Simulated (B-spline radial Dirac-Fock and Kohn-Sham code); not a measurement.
These are calculated numbers from a B-spline atomic structure program; the model is a relativistic central-field model (Hartree-Slater potential of the initial state, Latter tail, multipole expansion of the photon field, Dirac-Fock thresholds). Kinetic energies are from the vacuum level. Open shells are spread statistically over j, without multiplet splitting. Without correlation, outer binding energies are uncertain by a few eV, most for open f shells.

Q: A free atom or ion in its tabulated ground configuration is ionised with 6000 eV photons and gives these photoelectron lines. Identify it and assign the lines.

```tsv
kinetic energy (eV)	relative cross section
4625.9	100.0
5852.1	6.2
5889.8	0.28
5890.1	0.55
```

A: Mg³⁺, [He] 2s2 2p5. Binding energies are hν less the kinetic energy: 1s 1374.1 eV, 2s 147.9 eV, 2p1/2 110.2 eV, 2p3/2 109.9 eV.
